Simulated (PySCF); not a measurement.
1-bromo-1-chlorocyclopropane (C3H4BrCl), SMILES ClC1(Br)CC1. Coordinates come from a PBE0-D3(BJ)/def2-SVP optimisation.

Computed with PBE0-D3(BJ)/def2-SVP run with PySCF.

Harmonic wavenumbers (cm⁻¹): 225, 265, 287, 391, 452, 699, 765, 906, 940, 1002, 1058, 1079, 1138, 1166, 1293, 1416, 1475, 3160, 3162, 3261, 3268. Rotational constants (GHz): 3.775, 1.789, 1.344; symmetry number 1.

### Question
Work out the zero-point energy and the ideal-gas rigid-rotor harmonic-oscillator thermochemistry at 298.15 K and 1 atm.

### Answer
ZPE = ½ Σ hcν = ½ × 27409 cm⁻¹ = 163.94 kJ/mol. H − E(el) = 180.33 kJ/mol. Entropy in J/(mol K): translation 171.68, rotation 116.99, vibration 33.56, total 322.23. G − E(el) = 84.25 kJ/mol. Cp = 85.00 J/(mol K).
